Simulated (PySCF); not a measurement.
## TaO₂Cl, singlet: computed properties

Method: PBE0 in PySCF with Ta def2-TZVP with ECP60, O def2-TZVP, Cl def2-TZVP; scalar-relativistic core potentials, no spin–orbit coupling; density-fitted integrals.

The structure is a saddle point with 1 imaginary mode.

```xyz
4
charge 0 multiplicity 1, angstrom
Ta   -0.2052    0.0000    0.0000
O    -1.1894    1.4222    0.0000
O    -1.1894   -1.4222    0.0000
Cl    2.1507    0.0000    0.0000
```

```json
{
 "Point group": "C2v",
 "Bond lengths": "Ta–Cl 2.356 Å, Ta–O 1.730 Å (×2)",
 "Bond angles": "Cl–Ta–O 124.7° (×2), O–Ta–O 110.6°",
 "Atomisation energy without zero-point energy": "1827 kJ/mol",
 "Lowest empty level": "-4.57 eV",
 "Highest occupied level": "-8.74 eV",
 "Principal quadrupole moments (Buckingham, traceless) about the centre of mass": "-8.49, -6.72, 15.21 D Å",
 "Dipole moment": "1.85 D",
 "Zero-point energy (real modes)": "16.8 kJ/mol",
 "Rotational constants": "0.2605, 0.07854, 0.06035 cm⁻¹",
 "Principal polarisabilities": "35.8, 51.9, 63.1 bohr³"
}
```

Harmonic modes (masses in u: Ta 180.948, O 15.995, Cl 34.969):
| symmetry | ω (cm⁻¹) | IR (km/mol) | μ (u) | type |
| --- | --- | --- | --- | --- |
| b1 | 123i | – | 21.94 | bend |
| b2 | 142 | 9.7 | 21.92 | bend |
| a1 | 296 | 2.4 | 19.19 | bend |
| a1 | 404 | 53.9 | 31.53 | mixed |
| b2 | 955 | 251 | 17.83 | stretch |
| a1 | 1009 | 114 | 16.89 | stretch |

In C2v the vibrations span b1 + 2b2 + 3a1. Here b1 is antisymmetric to the molecular plane and b2 lies in it.

Charges (e):
```csv
atom,Mulliken,Löwdin,polar tensor,Mayer order to Ta1
Ta1,1.43,0.67,2.43,–
"O2,3",-0.52,-0.31,-0.90,2.10
Cl4,-0.40,-0.04,-0.63,1.00
```

Mulliken populations on Ta1 (electrons outside its core potential): s 2.24, p 6.34, d 2.83, f 0.16.

This need not be the most stable arrangement of these atoms. At this level a singlet minimum of Cs symmetry lies 25 kJ/mol below this structure. Spin–orbit coupling, left out here, can matter for elements this heavy.

The final relaxation and frequency run took 41 s on 4 threads of a shared Arm Neoverse V2 host, with 139 basis functions and 14 gradients; the process peaked at 1.5 GiB.
